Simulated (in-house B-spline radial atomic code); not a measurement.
**RPA and G0W0 on TPSS: the antimony ion Sb²²⁺**

Configuration [Ar] 3d10 4s1, highest spin, mean-field start TPSS. Computed with a B-spline radial code for spherical atoms: all electrons, non-relativistic, point nucleus, each spin shell either full or empty, empty states to l = 9 with an (l + 1/2)⁻⁴ tail; G0W0 by contour deformation at full frequency.

Without relativity these are model numbers: it shifts the levels of so heavy an element strongly and can reorder them.

Command:
```bash
python run_gw.py task.json out
```
Settings (radii: box in bohr, nucleus in fm):
```
Z                        51
electrons                29
configuration            [Ar] 3d10 4s1
hamiltonian              nr
method                   tpss,tpss
lmax                     9
spin_polarised           True
box_radius               3.81
intervals                48
ion_configuration        [Ar] 3d10
```

Time taken, with all properties: 4.7 s on 1 thread of Arm Neoverse N1 (shared host).

Energies (hartree):

| term | value |
| --- | --- |
| mean-field total | -6102.04908 |
| Hartree-Fock functional on these orbitals | -6100.95913 |
| direct second order | -2.3897 |
| second-order exchange | 0.70795 |
| SOSEX correction | 0.67896 |

(1) What is the RPA correlation energy, and what remains with SOSEX?

Quasi-particle levels (eV):

```tsv
level	occupied	mean field	Σx - vxc	Σc	QP weight	G0W0
4s up	yes	-662.18	-11.46	?	?	?
3d down	yes	-1143.61	-41.13	2.92	0.989	-1181.81
3d up	yes	-1144.31	-41.16	2.96	0.987	-1182.51
3p down	yes	-1350.83	-53.71	6.28	0.980	-1398.27
4s down	no	-657.39	18.38	-3.85	0.976	-642.86
```

G0W0 = mean field + (Σx - vxc) + Σc, with Σc (partial-wave tail included) taken at the quasi-particle energy. Only the outer levels were computed.

(2) Where does G0W0 put 4s up?

(3) What does it cost to remove one electron (to [Ar] 3d10) by differences of total energies, each species on its own start (correlation terms add to the Hartree-Fock functional)?

Answers

(1) RPA gives -2.2385 hartree (-2.1 eV per electron); RPA + SOSEX gives -1.5595, and the second-order doubles -1.6818 hartree (no singles). SOSEX takes back 30 % of the RPA value.

(2) At -676.52 eV, with Σc = -2.88 eV and a quasi-particle weight of 0.986. The tabulated removal energy is 693.26 ± 0.24 eV (NIST, semi-empirical); the calculation leaves out relativity, Breit and QED terms, and what these don't explain is the method's own error.

(3) TPSS 676.46 eV, Hartree-Fock functional 673.29 eV, + RPA 675.76 eV, + RPA + SOSEX 674.53 eV, + second order 674.80 eV. Tabulated: 693.26 ± 0.24 eV (NIST, semi-empirical); the calculation leaves out relativity, Breit and QED terms, and what these don't explain is the method's own error.
